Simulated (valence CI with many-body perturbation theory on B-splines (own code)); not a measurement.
**Xe40+: electric-dipole lines**

Computed by valence CI with perturbative core correlation (CI+MBPT): four valence electrons over a frozen Dirac-Fock core [Ne], a basis of 11 s, 11 p, 10 d, 8 f, 5 g, 2 h functions for each j, with the one-electron correlation potential Σ1, the two-electron term Σ2, the three-electron term Σ3, Breit, model QED; selected CI, second order for the rest, scaled by the run's own slope (own B-spline code, finite nucleus).

The last digits are not significant, and no measured levels were compared; by estimate large intervals hold to a few tenths of a per cent, small ones and those within an open d or f shell to about a per cent. Among the levels kept, up to 740 cm⁻¹ of a level comes from second order outside the variational space, and about a tenth of that is noise between levels of different J, which matters for small intervals.

Lines 101 to 150 of 563 in falling wavelength, among levels below 48.872 Ry, chosen from the strongest by gf and those to the six lowest levels. Wavelengths and rates use the calculated energies. Electric multipoles are in the length gauge with retardation, E1 and E2 with the static RPA response of the core. Weak lines are less certain than strong ones. Lines between different terms over intervals too small for the method are left out, as are lines whose strength nearly cancels. Where a level lies close to another of its J and parity, the split of strength between their lines is uncertain. The highest levels of a list are the least certain.

Levels are named by their leading jj configuration (3d3/2^4 stands for four electrons in 3d with j = 3/2), which in mixed levels can hold well under half, so a name can repeat and another be missing. Letters in brackets count levels of one name in rising energy.

```tsv
λ vac (Å)	Upper	Lower	A (s⁻¹)	S (a.u.)
72.93	(3s 3p1/2 3d5/2^2) J=3 [a]	(3s 3p1/2 3p3/2 3d5/2) J=3 [b]	1.36e+10	1.82e-02
72.80	(3p1/2 3p3/2^2 3d5/2) J=3 [a]	(3p1/2 3p3/2^3) J=2	1.31e+10	1.75e-02
72.62	(3s 3p1/2 3d3/2 3d5/2) J=3 [b]	(3s 3p1/2 3p3/2 3d3/2) J=2 [c]	1.74e+10	2.30e-02
72.60	(3s 3p1/2 3d3/2 3d5/2) J=4 [c]	(3s 3p1/2 3p3/2 3d5/2) J=3 [a]	3.21e+10	5.46e-02
72.44	(3s 3p1/2 3d5/2^2) J=3 [a]	(3s 3p1/2 3p3/2 3d5/2) J=4 [b]	2.10e+10	2.75e-02
72.01	(3s 3p1/2 3p3/2 3d5/2) J=4 [b]	(3s 3p1/2 3p3/2^2) J=3	2.80e+10	4.64e-02
71.94	(3s 3p1/2 3d3/2 3d5/2) J=3 [d]	(3s 3p1/2 3p3/2 3d5/2) J=3 [a]	1.89e+10	2.43e-02
71.84	(3s 3p1/2 3d5/2^2) J=3 [a]	(3s 3p1/2 3p3/2 3d5/2) J=2 [b]	2.67e+10	3.42e-02
71.79	(3s 3p1/2 3p3/2 3d5/2) J=0	(3s 3p1/2 3p3/2^2) J=1 [b]	1.13e+11	2.06e-02
71.41	(3s^2 3p1/2 3d3/2) J=1	(3s^2 3p1/2 3p3/2) J=1	5.95e+07	3.21e-05
71.36	(3s 3p3/2^2 3d5/2) J=1 [c]	(3s 3p3/2^3) J=1	7.64e+10	4.11e-02
71.19	(3s 3p1/2 3d5/2^2) J=3 [c]	(3s 3p1/2 3p3/2 3d5/2) J=2 [d]	8.31e+10	1.04e-01
71.15	(3p1/2 3p3/2^2 3d5/2) J=3 [b]	(3p1/2 3p3/2^3) J=2	1.13e+11	1.41e-01
71.09	(3s 3p1/2 3d3/2 3d5/2) J=3 [c]	(3s 3p1/2 3p3/2 3d3/2) J=2 [d]	4.60e+10	5.71e-02
70.99	(3s 3p1/2^2 3d5/2) J=3	(3s 3p1/2^2 3p3/2) J=2	4.28e+10	5.29e-02
70.98	(3s^2 3d5/2^2) J=4	(3s^2 3p3/2 3d5/2) J=3	1.12e+11	1.78e-01
70.93	(3s 3p1/2 3p3/2 3d3/2) J=3 [b]	(3s 3p1/2 3p3/2^2) J=2 [a]	2.20e+10	2.71e-02
70.92	(3p1/2 3p3/2^2 3d5/2) J=2 [c]	(3p1/2 3p3/2^3) J=1	2.01e+11	1.77e-01
70.90	(3s 3p3/2^2 3d5/2) J=5	(3s^2 3p3/2 3d5/2) J=4	6.29e+10	1.22e-01
70.80	(3s 3p1/2 3d3/2 3d5/2) J=3 [a]	(3s 3p1/2 3p3/2 3d3/2) J=2 [b]	5.75e+10	7.05e-02
70.75	(3p1/2^2 3p3/2 3d5/2) J=3	(3s 3p1/2 3p3/2 3d3/2) J=2 [a]	9.03e+10	1.11e-01
70.70	(3s 3p3/2^2 3d3/2) J=2 [b]	(3s^2 3p3/2 3d5/2) J=1	3.05e+10	2.66e-02
70.68	(3p1/2 3p3/2^2 3d5/2) J=1	(3p1/2 3p3/2^3) J=1	1.15e+11	6.01e-02
70.54	(3s 3p1/2 3d5/2^2) J=3 [b]	(3s 3p1/2 3p3/2 3d5/2) J=3 [b]	2.38e+10	2.88e-02
70.47	(3p1/2 3p3/2^2 3d3/2) J=2 [b]	(3s 3p1/2 3p3/2 3d5/2) J=1 [b]	2.36e+10	2.04e-02
70.44	(3s 3p1/2 3p3/2 3d5/2) J=3 [b]	(3s^2 3p1/2 3d5/2) J=2	2.54e+10	3.07e-02
70.38	(3s 3p1/2 3d3/2 3d5/2) J=4 [a]	(3s 3p1/2 3p3/2 3d3/2) J=3 [a]	6.48e+10	1.00e-01
70.25	(3s 3p1/2 3p3/2 3d5/2) J=2 [d]	(3s 3p1/2 3p3/2^2) J=1 [b]	1.11e+11	9.50e-02
70.20	(3p1/2 3p3/2^2 3d5/2) J=4 [b]	(3s 3p1/2 3p3/2 3d5/2) J=3 [d]	1.25e+11	1.91e-01
70.19	(3s 3p3/2 3d3/2 3d5/2) J=1	(3s 3p3/2^2 3d3/2) J=1 [a]	4.20e+10	2.15e-02
70.12	(3s 3p1/2 3p3/2 3d5/2) J=3 [d]	(3s 3p1/2 3p3/2^2) J=2 [b]	1.32e+11	1.58e-01
70.08	(3s 3p1/2 3d5/2^2) J=3 [b]	(3s 3p1/2 3p3/2 3d5/2) J=4 [b]	1.86e+10	2.21e-02
70.04	(3p1/2 3p3/2^2 3d3/2) J=4	(3s 3p1/2 3p3/2 3d5/2) J=4 [b]	2.09e+10	3.19e-02
70.01	(3s 3p1/2 3p3/2 3d5/2) J=2 [c]	(3s 3p1/2 3p3/2^2) J=2 [b]	3.02e+10	2.56e-02
69.86	(3s^2 3p3/2 3d5/2) J=1	(3s^2 3p3/2^2) J=0	6.40e+10	3.23e-02
69.73	(3s 3p1/2 3d5/2^2) J=2 [b]	(3s 3p1/2 3p3/2 3d5/2) J=2 [b]	2.50e+10	2.10e-02
69.55	(3s 3p1/2 3d3/2 3d5/2) J=2 [c]	(3s 3p1/2 3p3/2 3d3/2) J=1 [b]	4.91e+10	4.07e-02
69.32	(3s 3p1/2 3d5/2^2) J=4 [a]	(3s 3p1/2 3p3/2 3d3/2) J=3 [b]	8.43e+10	1.25e-01
69.31	(3s 3p1/2 3p3/2 3d5/2) J=1 [b]	(3s 3p1/2 3p3/2^2) J=0	7.45e+10	3.67e-02
69.21	(3p1/2 3p3/2^2 3d5/2) J=2 [b]	(3p1/2 3p3/2^3) J=2	2.00e+11	1.64e-01
69.13	(3s 3p1/2 3p3/2 3d5/2) J=1 [c]	(3s 3p1/2 3p3/2^2) J=1 [a]	1.09e+11	5.33e-02
69.03	(3p1/2^2 3p3/2 3d5/2) J=1	(3s 3p1/2 3p3/2 3d3/2) J=0 [a]	4.78e+10	2.33e-02
68.97	(3s 3p3/2 3d3/2^2) J=3	(3s 3p1/2 3p3/2 3d5/2) J=2 [d]	2.13e+10	2.41e-02
68.95	(3s 3p3/2 3d3/2 3d5/2) J=2	(3s 3p3/2^2 3d3/2) J=2 [a]	9.11e+10	7.37e-02
68.93	(3s 3p1/2 3d3/2 3d5/2) J=2 [a]	(3s 3p1/2 3p3/2 3d3/2) J=1 [a]	6.27e+10	5.07e-02
68.93	(3s 3p1/2 3d3/2 3d5/2) J=5	(3s 3p1/2 3p3/2 3d3/2) J=4	7.65e+10	1.36e-01
68.83	(3s 3p1/2 3d5/2^2) J=3 [c]	(3s 3p1/2 3p3/2 3d5/2) J=2 [c]	9.38e+10	1.06e-01
68.81	(3s 3p3/2 3d3/2 3d5/2) J=2	(3s 3p3/2^2 3d3/2) J=1 [a]	2.77e+10	2.23e-02
68.72	(3s 3p1/2 3d5/2^2) J=3 [c]	(3s 3p1/2 3p3/2 3d5/2) J=3 [d]	2.35e+10	2.63e-02
68.69	(3p1/2 3p3/2^2 3d5/2) J=4 [a]	(3s 3p1/2 3p3/2 3d5/2) J=3 [c]	1.44e+11	2.07e-01
```
